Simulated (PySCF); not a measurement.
PySCF job for Sn(Cl)(SH) (ClHSSn), SMILES [SH][Sn][Cl] (connectivity only; charge and spin as stated), neutral, multiplicity 1, TDDFT-B3LYP/def2-SVPD. Geometry optimised at PBE0-D3(BJ)/def2-TZVP. The def2 effective core potentials stand for the cores of Sn; spin–orbit coupling is left out. Other conformers were not sampled.

```python
import numpy as np
from pyscf import gto, scf, dft, tdscf

mol = gto.M(
    atom='''
    Sn    0.64877300   -0.02014740    0.00000000
    Cl   -0.96666488   -1.75350233   -0.00000000
    S    -0.99689760    1.75625445    0.00000000
    H    -0.05498568    2.71683822   -0.00000001
    ''',
    basis='def2-SVPD',
    ecp={'Sn': 'def2-svp'},
    charge=0,
    spin=0,
    symmetry=True,
    max_memory=1600,
    verbose=4,
)
mf = dft.RKS(mol, xc='b3lyp').density_fit(auxbasis='def2-universal-jkfit')
mf.grids.level = 3
mf.conv_tol = 1e-9
mf.max_cycle = 100
mf.kernel()
mf.grids = dft.Grids(mol).set(level=1).build(with_non0tab=True)  # coarser grid for the response kernel
td = tdscf.TDDFT(mf)
td.singlet = True
td.nstates = 10
td.conv_tol = 1e-4
td.kernel(x0=td.get_init_guess(mf, 15))
td.analyze()
tt = tdscf.TDA(mf)
tt.singlet = False
tt.nstates = 4
tt.conv_tol = 1e-4
tt.kernel(x0=tt.get_init_guess(mf, 9))
tt.analyze(verbose=3)
```

Program output:

```
PySCF version 2.14.0

[INPUT] verbose = 4
[INPUT] num. atoms = 4
[INPUT] num. electrons = 56
[INPUT] charge = 0
[INPUT] spin (= nelec alpha-beta = 2S) = 0
[INPUT] symmetry True subgroup None
[INPUT] Mole.unit = angstrom
[INPUT] Symbol           X                Y                Z      unit          X                Y                Z       unit  Magmom
[INPUT]  1 Sn     0.648773000000  -0.020147400000   0.000000000000 AA    1.226003287012  -0.038073068122   0.000000000000 Bohr   0.0
[INPUT]  2 Cl    -0.966664880000  -1.753502330000   0.000000000000 AA   -1.826731877436  -3.313639162487   0.000000000000 Bohr   0.0
[INPUT]  3 S     -0.996897600000   1.756254450000   0.000000000000 AA   -1.883863438236   3.318839915549   0.000000000000 Bohr   0.0
[INPUT]  4 H     -0.054985680000   2.716838220000  -0.000000010000 AA   -0.103907875973   5.134080160551  -0.000000018897 Bohr   0.0

nuclear repulsion = 213.843699427375
point group symmetry = Cs
symmetry origin: [-5.39921749e-09 -4.27438060e-09 -2.24967396e-10]
symmetry axis x: [1.00000000e+00 2.90342582e-09 1.04071095e-11]
symmetry axis y: [ 2.90342582e-09 -1.00000000e+00  2.49197537e-10]
symmetry axis z: [-1.04071102e-11  2.49197537e-10  1.00000000e+00]
num. orbitals of irrep A' = 66
num. orbitals of irrep A" = 28
number of shells = 38
number of NR pGTOs = 167
number of NR cGTOs = 94
basis = def2-SVPD
ecp = {'Sn': 'def2-svp'}


******** <class 'pyscf.df.df_jk.DFSymAdaptedRKS'> ********
method = DFSymAdaptedRKS
initial guess = minao
damping factor = 0
level_shift factor = 0
DIIS = <class 'pyscf.scf.diis.CDIIS'>
diis_start_cycle = 1
diis_space = 8
diis_damp = 0
SCF conv_tol = 1e-09
SCF conv_tol_grad = None
SCF max_cycles = 100
direct_scf = False
XC library pyscf.dft.libxc version 7.1.2
    S. Lehtola, C. Steigemann, M. J. T. Oliveira, and M. A. L. Marques,  SoftwareX 7, 1–5 (2018)
XC functionals = b3lyp
    P. J. Stephens, F. J. Devlin, C. F. Chabalowski, and M. J. Frisch,  J. Phys. Chem. 98, 11623 (1994)
radial grids:
    Treutler-Ahlrichs [JCP 102, 346 (1995); DOI:10.1063/1.469408] (M4) radial grids

becke partition: Becke, JCP 88, 2547 (1988); DOI:10.1063/1.454033
pruning grids: <function nwchem_prune>
grids dens level: 3
symmetrized grids: True
atomic radii adjust function: <function treutler_atomic_radii_adjust>
small_rho_cutoff = 0
Freeze 0 electrons in irreps []
    56 free electrons in irreps A' A"
Set gradient conv threshold to 3.16228e-05
Initial guess from minao.
tot grids = 69528
******** <class 'pyscf.df.df.DF'> ********
auxbasis = def2-universal-jkfit
init E= -1050.41555377681
HOMO (A") = -0.681280426237836  LUMO (A") = -0.600785818755623  gap/eV = 2.19037
cycle= 1 E= -1070.33298098989  delta_E= -19.9  |g|= 3.06  |ddm|= 8.92
HOMO (A') = -0.0685133708105874  LUMO (A') = -0.0239800752221215  gap/eV = 1.21181
cycle= 2 E= -1009.58628676672  delta_E= 60.7  |g|= 8.81  |ddm|= 12.3
HOMO (A") = -0.317974699663107  LUMO (A") = -0.199986768783881  gap/eV = 3.21062
cycle= 3 E= -1073.04359461103  delta_E= -63.5  |g|= 0.886  |ddm|=   10
HOMO (A") = -0.21241047979064  LUMO (A") = -0.119543857852737  gap/eV = 2.52703
cycle= 4 E= -1072.85650562712  delta_E= 0.187  |g|= 1.01  |ddm|= 2.41
HOMO (A') = -0.280247172485026  LUMO (A") = -0.123801014300698  gap/eV = 4.25712
cycle= 5 E= -1073.22676406648  delta_E= -0.37  |g|= 0.141  |ddm|= 1.23
HOMO (A') = -0.266788870348201  LUMO (A") = -0.110935812234977  gap/eV = 4.24098
cycle= 6 E= -1073.23091403535  delta_E= -0.00415  |g|= 0.0951  |ddm|= 0.314
HOMO (A') = -0.268446141924507  LUMO (A") = -0.111488999880097  gap/eV = 4.27102
cycle= 7 E= -1073.23388587079  delta_E= -0.00297  |g|= 0.00806  |ddm|= 0.131
HOMO (A') = -0.269098371002297  LUMO (A") = -0.11223767951817  gap/eV = 4.26840
cycle= 8 E= -1073.23389934546  delta_E= -1.35e-05  |g|= 0.00539  |ddm|= 0.019
HOMO (A') = -0.26895859499966  LUMO (A") = -0.112309154808366  gap/eV = 4.26265
cycle= 9 E= -1073.23391027668  delta_E= -1.09e-05  |g|= 0.00141  |ddm|= 0.00763
HOMO (A') = -0.26903012635627  LUMO (A") = -0.112447703039688  gap/eV = 4.26082
cycle= 10 E= -1073.23391098918  delta_E= -7.12e-07  |g|= 0.000362  |ddm|= 0.00228
HOMO (A') = -0.269042646176928  LUMO (A") = -0.112480053252314  gap/eV = 4.26029
cycle= 11 E= -1073.23391104443  delta_E= -5.53e-08  |g|= 5.05e-05  |ddm|= 0.000772
HOMO (A') = -0.269039264664485  LUMO (A") = -0.112477183100631  gap/eV = 4.26027
cycle= 12 E= -1073.23391104575  delta_E= -1.31e-09  |g|= 6.47e-06  |ddm|= 0.000109
HOMO (A') = -0.269039737886409  LUMO (A") = -0.112477364505906  gap/eV = 4.26028
cycle= 13 E= -1073.23391104577  delta_E= -1.96e-11  |g|= 4.21e-06  |ddm|= 1.65e-05
HOMO (A') = -0.269039337964408  LUMO (A") = -0.112477481153473  gap/eV = 4.26027
Extra cycle  E= -1073.23391104576  delta_E= 5.91e-12  |g|= 4.86e-06  |ddm|= 1.37e-05
converged SCF energy = -1073.23391104576
tot grids = 23136


******** <class 'pyscf.tdscf.rks.TDDFT'> for <class 'pyscf.df.df_jk.DFSymAdaptedRKS'> ********
nstates = 10 singlet
deg_eia_thresh = 1.000e-03
wfnsym = None
conv_tol = 0.0001
eigh lindep = 1e-12
eigh level_shift = 0
eigh max_cycle = 100


Excitation energies (eV)
[3.45723062 4.02316985 4.69075568 5.12763207 5.35747084 5.46291925
 5.48645873 5.89964227 6.21834592 6.26877114]

** Singlet excitation energies and oscillator strengths **
Excited State   1:   A"      3.45723 eV    358.62 nm  f=0.0158
      28 -> 29       -0.70274
Excited State   2:   A'      4.02317 eV    308.18 nm  f=0.0356
      27 -> 29       -0.68269
      28 -> 30       -0.11103
      28 -> 31        0.12419
Excited State   3:   A"      4.69076 eV    264.32 nm  f=0.0057
      26 -> 29       -0.70259
Excited State   4:   A'      5.12763 eV    241.80 nm  f=0.0022
      25 -> 29       -0.65456
      28 -> 30        0.19627
      28 -> 31        0.13957
Excited State   5:   A"      5.35747 eV    231.42 nm  f=0.0001
      24 -> 29       -0.62102
      27 -> 30       -0.32661
Excited State   6:   A"      5.46292 eV    226.96 nm  f=0.0137
      24 -> 29        0.32466
      27 -> 30       -0.62541
Excited State   7:   A'      5.48646 eV    225.98 nm  f=0.1269
      24 -> 30        0.10263
      25 -> 29        0.21032
      28 -> 30        0.62533
      28 -> 31        0.17155
Excited State   8:   A"      5.89964 eV    210.16 nm  f=0.0045
      27 -> 31       -0.69534
Excited State   9:   A'      6.21835 eV    199.38 nm  f=0.2690
      26 -> 30       -0.23727
      27 -> 29        0.10446
      28 -> 30       -0.12428
      28 -> 31        0.51047
      28 -> 32        0.36428
Excited State  10:   A'      6.26877 eV    197.78 nm  f=0.1592
      28 -> 31       -0.34322
      28 -> 32        0.58747
      28 -> 33       -0.10985

** Transition electric dipole moments (AU) **
state          X           Y           Z        Dip. S.      Osc.
  1         0.0000     -0.0000     -0.4313      0.1860      0.0158
  2        -0.2454      0.5487     -0.0000      0.3614      0.0356
  3         0.0000     -0.0000      0.2229      0.0497      0.0057
  4        -0.1282     -0.0337     -0.0000      0.0176      0.0022
  5        -0.0000     -0.0000      0.0309      0.0010      0.0001
  6         0.0000     -0.0000     -0.3201      0.1025      0.0137
  7         0.5065      0.8291      0.0000      0.9440      0.1269
  8         0.0000      0.0000      0.1772      0.0314      0.0045
  9         1.0259     -0.8445     -0.0000      1.7656      0.2690
 10        -0.7704      0.6657     -0.0000      1.0366      0.1592

WARN: ECP detected. Skipping calculation of transition velocity and magnetic dipole moments, which have not yet been implemented.



******** <class 'pyscf.tdscf.rks.TDA'> for <class 'pyscf.df.df_jk.DFSymAdaptedRKS'> ********
nstates = 4 triplet
deg_eia_thresh = 1.000e-03
wfnsym = None
conv_tol = 0.0001
eigh lindep = 1e-12
eigh level_shift = 0
eigh max_cycle = 100


Excitation energies (eV)
[2.69559597 3.18525151 4.48423889 4.54144735]

** Triplet excitation energies and oscillator strengths **
Excited State   1:   A"      2.69560 eV    459.95 nm  f=0.0000
Excited State   2:   A'      3.18525 eV    389.24 nm  f=0.0000
Excited State   3:   A"      4.48424 eV    276.49 nm  f=0.0000
Excited State   4:   A'      4.54145 eV    273.01 nm  f=0.0000
```

The run converged.

Cost: around 40 core-seconds (rough).
